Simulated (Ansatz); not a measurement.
C₈H₁₈GeN₂⁻, that is Ge(vinyl)2(NMe2)2 with one electron more. Total charge -1; doublet. Geometry PBE-D4/def2-SVP, that of the neutral singlet; atoms count from 1.

```xyz
29

Ge    0.207    0.405   -0.216
C     2.020    1.075    0.125
C     2.293    2.355    0.440
H     2.860    0.363    0.018
H     1.499    3.114    0.562
H     3.326    2.714    0.598
C    -0.713    1.458   -1.579
C    -1.589    0.907   -2.440
H    -0.514    2.544   -1.622
H    -1.798   -0.178   -2.418
H    -2.126    1.502   -3.200
N    -0.751    0.505    1.363
C    -0.122    0.362    2.657
C    -2.177    0.258    1.352
H    -0.587    1.050    3.404
H     0.955    0.617    2.598
H    -0.203   -0.673    3.082
H    -2.600    0.458    0.347
H    -2.450   -0.793    1.630
H    -2.701    0.929    2.075
N     0.195   -1.359   -0.835
C     0.905   -1.669   -2.059
C     0.202   -2.433    0.135
H     1.991   -1.906   -1.904
H     0.845   -0.821   -2.772
H     0.456   -2.557   -2.565
H    -0.349   -2.132    1.048
H    -0.303   -3.341   -0.275
H     1.230   -2.755    0.450
```

Single mean-field runs in def2-TZVP are fitted with def2-universal-jkfit. The highest occupied level of the charge -1 doublet lies above zero (up to 2.20 eV). By energy differences it is unbound by 0.68 eV (vertical, against the charge 0 singlet, at PBE0-D4/def2-TZVP) and held by the finite basis.

(1) Estimate the Mulliken populations from the PBE0/def2-TZVP orbitals of Ansatz.

(2) Where does the spin sit?

(3) And the Mayer bond orders between heavy atoms (over 0.3)?

Results:

(1) 
```json
{"atom": "Ge1", "charge (e)": "0.50", "spin (α − β)": "0.18"}
{"atom": "C2", "charge (e)": "-0.41", "spin (α − β)": "0.10"}
{"atom": "C3", "charge (e)": "-0.35", "spin (α − β)": "0.41"}
{"atom": "H4", "charge (e)": "0.07", "spin (α − β)": "-0.02"}
{"atom": "H5", "charge (e)": "0.07", "spin (α − β)": "-0.02"}
{"atom": "H6", "charge (e)": "0.06", "spin (α − β)": "-0.02"}
{"atom": "C7", "charge (e)": "-0.35", "spin (α − β)": "0.07"}
{"atom": "C8", "charge (e)": "-0.35", "spin (α − β)": "0.31"}
{"atom": "H9", "charge (e)": "0.07", "spin (α − β)": "-0.01"}
{"atom": "H10", "charge (e)": "0.10", "spin (α − β)": "-0.02"}
{"atom": "H11", "charge (e)": "0.06", "spin (α − β)": "-0.02"}
{"atom": "N12", "charge (e)": "-0.21", "spin (α − β)": "0.00"}
{"atom": "C13", "charge (e)": "-0.29", "spin (α − β)": "0.02"}
{"atom": "C14", "charge (e)": "-0.29", "spin (α − β)": "0.02"}
{"atom": "H15", "charge (e)": "0.07", "spin (α − β)": "0.00"}
{"atom": "H16", "charge (e)": "0.16", "spin (α − β)": "0.00"}
{"atom": "H17", "charge (e)": "0.06", "spin (α − β)": "0.00"}
{"atom": "H18", "charge (e)": "0.15", "spin (α − β)": "0.00"}
{"atom": "H19", "charge (e)": "0.06", "spin (α − β)": "0.00"}
{"atom": "H20", "charge (e)": "0.07", "spin (α − β)": "0.00"}
{"atom": "N21", "charge (e)": "-0.23", "spin (α − β)": "-0.01"}
{"atom": "C22", "charge (e)": "-0.30", "spin (α − β)": "0.00"}
{"atom": "C23", "charge (e)": "-0.28", "spin (α − β)": "0.00"}
{"atom": "H24", "charge (e)": "0.07", "spin (α − β)": "0.00"}
{"atom": "H25", "charge (e)": "0.15", "spin (α − β)": "0.00"}
{"atom": "H26", "charge (e)": "0.07", "spin (α − β)": "0.01"}
{"atom": "H27", "charge (e)": "0.13", "spin (α − β)": "0.00"}
{"atom": "H28", "charge (e)": "0.07", "spin (α − β)": "0.00"}
{"atom": "H29", "charge (e)": "0.07", "spin (α − β)": "0.00"}
```
Mulliken values depend strongly on the basis.

(2) Summed by element: Ge 0.18, C 0.92, H -0.09, N -0.01, of 1 unpaired in all. Largest on single atoms: C3 0.41, C8 0.31, Ge1 0.18.

(3) Ge1–C2 1.05 (1.96 Å); Ge1–C7 1.05 (1.95 Å); Ge1–N12 0.98 (1.85 Å); Ge1–N21 0.92 (1.87 Å); C2–C3 1.60 (1.35 Å); C7–C8 1.65 (1.35 Å); N12–C13 1.01 (1.45 Å); N12–C14 1.01 (1.45 Å); N21–C22 1.01 (1.45 Å); N21–C23 1.03 (1.45 Å).
